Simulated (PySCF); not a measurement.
CH4BFSe, SMILES CB(F)[SeH].

Geometry: PBE-D3(BJ)/def2-SVP. This is a generated structure with no PubChem entry under its InChIKey; it may be hypothetical. Other conformers were not sampled.

Level of theory: PySCF 2.14.0 with TDA-LC-ωPBE/def2-SVPD.

Vertical excitations. The molecule is in vacuum. State labels are in the subgroup Cs.

```tsv
state	symmetry	energy (eV)	λ (nm)	f	main pairs
S1	A"	5.96	208	0.006	HOMO→LUMO 32 %, HOMO→LUMO+2 31 %, HOMO→LUMO+5 29 %
S2	A'	6.53	190	0.173	HOMO→LUMO+1 88 %
S3	A"	6.77	183	0.000	HOMO−1→LUMO+1 90 %
S4	A"	7.18	173	0.085	HOMO→LUMO 56 %, HOMO→LUMO+2 22 %
S5	A'	7.90	157	0.031	HOMO−1→LUMO 58 %, HOMO−1→LUMO+2 16 %, HOMO−1→LUMO+5 14 %
S6	A"	8.35	149	0.050	HOMO→LUMO+3 47 %, HOMO→LUMO+5 26 %, HOMO→LUMO+2 11 %, HOMO→LUMO+7 9 %
S7	A"	8.43	147	0.013	HOMO→LUMO+3 45 %, HOMO→LUMO+2 24 %, HOMO→LUMO+5 20 %
S8	A'	8.57	145	0.056	HOMO→LUMO+4 85 %
S9	A'	8.89	139	0.407	HOMO−1→LUMO 30 %, HOMO−1→LUMO+5 25 %, HOMO−1→LUMO+2 17 %, HOMO−1→LUMO+7 7 %
S10	A"	9.09	136	0.001	HOMO−2→LUMO+1 85 %
T1	A'	5.31	233	0	HOMO→LUMO+1 95 %
T2	A"	5.44	228	0	HOMO→LUMO+5 32 %, HOMO→LUMO 28 %, HOMO→LUMO+2 28 %
T3	A"	6.15	202	0	HOMO−1→LUMO+1 88 %
T4	A'	6.82	182	0	HOMO−1→LUMO+2 29 %, HOMO−1→LUMO+5 26 %, HOMO−1→LUMO 20 %
```
Triplets are in the Tamm–Dancoff approximation.
